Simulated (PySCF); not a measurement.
Cd(Me) (CH3Cd), SMILES [Cd+][CH3], charge +1.

Geometry optimised at B3LYP-D3(BJ)/def2-TZVP. The multiplicity is an assumed one; other spin states were not compared. The isomer is the one that the SMILES or the coordinates give; other isomers of the formula were not compared. The def2 effective core potentials stand for the cores of Cd; spin–orbit coupling is left out.

Two levels are set side by side: PBE/def2-TZVPD (PySCF) and CAM-B3LYP/def2-TZVPD (PySCF). Same geometry, gas phase. Differences are taken from unrounded values.

| quantity | CAM-B3LYP | PBE | PBE minus CAM-B3LYP |
|---|---|---|---|
| orbital gap (eV) | 7.08 | 3.35 | -3.72 |
| highest occupied level (eV) | -15.26 | -13.30 | 1.96 |
| lowest empty level (eV) | -8.18 | -9.95 | -1.76 |
| mean polarisability (bohr³) | 41.4 | 40.2 | -1.1 |

Without exact exchange PBE keeps part of each electron's self-repulsion, which lifts occupied levels and narrows the gap. Differences between two approximate levels are no errors against the true value.

Rough cost on one machine, each run with all the roots and properties that it gave: CAM-B3LYP against PBE within a factor of 2.
